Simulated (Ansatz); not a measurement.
Geometry optimisation of CH7BOSSi.

```yaml
crystal:
  periodic: [false, false, false]
  atoms:
    - {symbol: B, position_ang: [-0.348678, 0.301288, 1.410126]}
    - {symbol: Si, position_ang: [-0.965559, -1.440903, 0.717603]}
    - {symbol: S, position_ang: [1.099129, -0.552440, 0.303965]}
    - {symbol: C, position_ang: [0.779933, 0.415462, -1.306220]}
    - {symbol: O, position_ang: [0.995501, 1.759653, -1.134534]}
    - {symbol: H, position_ang: [-0.017488, 0.358994, 2.577429]}
    - {symbol: H, position_ang: [-0.775284, 1.311447, 0.862746]}
    - {symbol: H, position_ang: [-1.572227, -1.671161, -0.641367]}
    - {symbol: H, position_ang: [-0.717601, -2.769061, 1.376163]}
    - {symbol: H, position_ang: [1.515962, 0.018848, -2.032519]}
    - {symbol: H, position_ang: [-0.252483, 0.142308, -1.623794]}
    - {symbol: H, position_ang: [0.335896, 2.070265, -0.475699]}
basis:
  gaussian: {orbitals: def2-TZVP}
hamiltonian: {xc: pbe0, dispersion: d4}
relax: {f_tol: 0.005, max_steps: 150}
```

```sh
$ ansatz run in.yaml --threads 4 --pin off --events-out ev --progress --plain --max-ram 10444MiB
```

It prints (some lines left out):

```
Functional definition: PBE0
mean field -22577.53500024 eV, -829.7091076558 hartree, gradient 5.0e-5 eV, S^2 0.000000; 0 other end points of the search recorded, 0 dependent functions left out
relax step   1: F+E_penalty+E_count = -22577.79190183 eV  Δ(F+E_penalty+E_count) = +0.000e0 eV  max|allowed force component| = 7.060e-1 eV/Å  Δτ_max = 0.0000 Å  (29 SCF iters, accepted)
mean field -22577.59297216 eV, -829.7112380845 hartree, gradient 2.1e-5 eV, S^2 0.000000; 0 other end points of the search recorded, 0 dependent functions left out
relax step   2: F+E_penalty+E_count = -22577.85044552 eV  Δ(F+E_penalty+E_count) = -5.854e-2 eV  max|allowed force component| = 4.510e-1 eV/Å  Δτ_max = 0.0392 Å  (31 SCF iters, accepted)
mean field -22577.60910701 eV, -829.7118310294 hartree, gradient 2.1e-5 eV, S^2 0.000000; 0 other end points of the search recorded, 0 dependent functions left out
relax step   3: F+E_penalty+E_count = -22577.86718343 eV  Δ(F+E_penalty+E_count) = -1.674e-2 eV  max|allowed force component| = 1.780e-1 eV/Å  Δτ_max = 0.0476 Å  (32 SCF iters, accepted)
mean field -22577.61225997 eV, -829.7119468987 hartree, gradient 2.1e-5 eV, S^2 0.000000; 0 other end points of the search recorded, 0 dependent functions left out
relax step   4: F+E_penalty+E_count = -22577.86986292 eV  Δ(F+E_penalty+E_count) = -2.679e-3 eV  max|allowed force component| = 6.083e-2 eV/Å  Δτ_max = 0.0488 Å  (32 SCF iters, accepted)
mean field -22577.61366622 eV, -829.7119985774 hartree, gradient 2.0e-5 eV, S^2 0.000000; 0 other end points of the search recorded, 0 dependent functions left out
relax step   5: F+E_penalty+E_count = -22577.87109682 eV  Δ(F+E_penalty+E_count) = -1.234e-3 eV  max|allowed force component| = 4.085e-2 eV/Å  Δτ_max = 0.0481 Å  (31 SCF iters, accepted)
mean field -22577.61416508 eV, -829.7120169101 hartree, gradient 2.0e-5 eV, S^2 0.000000; 0 other end points of the search recorded, 0 dependent functions left out
relax step   6: F+E_penalty+E_count = -22577.87134778 eV  Δ(F+E_penalty+E_count) = -2.510e-4 eV  max|allowed force component| = 2.832e-2 eV/Å  Δτ_max = 0.0252 Å  (32 SCF iters, accepted)
mean field -22577.61422394 eV, -829.7120190730 hartree, gradient 2.0e-5 eV, S^2 0.000000; 0 other end points of the search recorded, 0 dependent functions left out
relax step   7: F+E_penalty+E_count = -22577.87154536 eV  Δ(F+E_penalty+E_count) = -1.976e-4 eV  max|allowed force component| = 1.531e-2 eV/Å  Δτ_max = 0.0108 Å  (33 SCF iters, accepted)
mean field -22577.61419765 eV, -829.7120181072 hartree, gradient 2.0e-5 eV, S^2 0.000000; 0 other end points of the search recorded, 0 dependent functions left out
relax step   8: F+E_penalty+E_count = -22577.87155464 eV  Δ(F+E_penalty+E_count) = -9.278e-6 eV  max|allowed force component| = 1.837e-2 eV/Å  Δτ_max = 0.0060 Å  (32 SCF iters, accepted)
mean field -22577.61420286 eV, -829.7120182985 hartree, gradient 2.0e-5 eV, S^2 0.000000; 0 other end points of the search recorded, 0 dependent functions left out
relax step   9: F+E_penalty+E_count = -22577.87158637 eV  Δ(F+E_penalty+E_count) = -3.173e-5 eV  max|allowed force component| = 4.160e-3 eV/Å  Δτ_max = 0.0030 Å  (34 SCF iters, accepted)
mean field -22577.61420286 eV, -829.7120182985 hartree, gradient 2.0e-5 eV, S^2 0.000000; 1 other end points of the search recorded, 0 dependent functions left out
Total energy: -22577.87162068 eV, -829.7214782290 hartree
Atom 0 at    -0.418768     0.291665     1.413318 Å, force    -0.000489     0.004160    -0.003616 eV/Å
Atom 1 at    -0.907356    -1.457745     0.684491 Å, force     0.000464    -0.001970    -0.002157 eV/Å
Atom 2 at     1.072530    -0.485303     0.316803 Å, force     0.000774    -0.000276     0.003902 eV/Å
Atom 3 at     0.739278     0.397021    -1.270649 Å, force    -0.001235    -0.002576    -0.002238 eV/Å
Atom 4 at     1.092548     1.726713    -1.185731 Å, force    -0.002307     0.002349     0.000984 eV/Å
Atom 5 at    -0.092693     0.332578     2.561995 Å, force     0.002422    -0.000207     0.003555 eV/Å
Atom 6 at    -0.848168     1.279215     0.879708 Å, force    -0.000167    -0.002145     0.000891 eV/Å
Atom 7 at    -1.504820    -1.699405    -0.654221 Å, force    -0.000489    -0.000783    -0.000864 eV/Å
Atom 8 at    -0.630299    -2.753515     1.351351 Å, force    -0.001383    -0.000297     0.000746 eV/Å
Atom 9 at     1.366285    -0.073263    -2.027366 Å, force     0.000709    -0.000022     0.000093 eV/Å
Atom 10 at    -0.317236     0.243355    -1.510897 Å, force    -0.000024     0.001558    -0.000131 eV/Å
Atom 11 at     0.525798     2.143385    -0.524903 Å, force     0.001724     0.000210    -0.001165 eV/Å
Dipole moment:    -0.179934    -0.218987    -0.283030 e Å
```

Hardware: 4 threads of an Arm Neoverse V1 on a shared host. Wall time 40 s, peak host memory 0.59 GiB.
